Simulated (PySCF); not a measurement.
A rate constant, worked out

An elementary step of BNH₃OF, closed shell (BNH₃OF ([NH2][B]([OH])[F]) → BOF + NH₃ (still joined by a long B–N bond); B–N, O–H broken or loosened, N–H formed or tightened). The start structure is the reactant molecule, and the electronic barrier above it is 2.194 eV by CCSD(T) at an estimated basis limit (MP2 extrapolated from triple and quadruple zeta, plus CCSD(T) − MP2 in triple zeta). PySCF 2.14 with density fitting (its default auxiliary sets; JK sets also for MP2 and CCSD(T)); basis: def2-TZVPP and def2-QZVPP; cores frozen in the correlated methods. Extrapolation: Hartree–Fock as exp(−7.88 √X), correlation as X^−2.97. Harmonic wavenumbers (analytic Hessian with the translational sum rule) at PBE0-D4/def2-TZVP (PySCF 2.14 with density fitting (its default auxiliary sets; JK sets also for MP2 and CCSD(T))), in cm⁻¹:

Start: 339, 392, 409, 465, 539, 660, 878, 894, 994, 1436, 1455, 1637, 3652, 3752, 3928.

Saddle: 1544i, 334, 410, 488, 628, 843, 883, 960, 1164, 1421, 1563, 1673, 2075, 3535, 3628.

Problem. Work out the transition-state-theory rate constant at 700 K from these numbers alone (harmonic vibrations; rotation, path degeneracy and anharmonicity left out), and the Wigner tunnelling factor. Use 1 cm⁻¹ = 1.2398 × 10⁻⁴ eV and k_B = 8.617 × 10⁻⁵ eV/K.

Solution. Zero-point energies, half the sums: start 21430/2 cm⁻¹ = 1.3285 eV; saddle, real modes only, 19605/2 cm⁻¹ = 1.2154 eV.
Barrier with zero-point energy: 2.194 + 1.2154 − 1.3285 = 2.0809 eV.
k_BT = 0.06032 eV, so the barrier is 34.50 k_BT.
Vibrational partition functions from the zero-point level, ln q = −Σ ln(1 − exp(−hν/k_BT)): start 3.664, saddle 2.804.
k = (k_BT/h) exp(ln q‡ − ln q) exp(−E0/k_BT), with log₁₀(k_BT/h in s⁻¹) = 13.16: log₁₀ k = 13.16 + (-0.860 − 34.50)/2.3026 = -2.20, so k ≈ 6 × 10^(-3) s⁻¹.
Wigner factor: 1 + (hν‡/k_BT)²/24 = 1 + (3.17)²/24 = 1.42. A change of 1 kcal/mol (0.043 eV) in the barrier would change k by a factor of 2.1 at this temperature.

T1 diagnostic: at most 0.015.

Labels in which every atom is bracketed show which atoms are joined, not bond orders.

For scale, one of the runs: CCSD(T)/def2-TZVPP, 166 basis functions, launched by `OMP_NUM_THREADS=4 python run.py`. Time: 2.8 min of wall clock on 4 CPU threads of an Arm Neoverse V2; the host was shared. Peak host memory: 1.6 GiB.
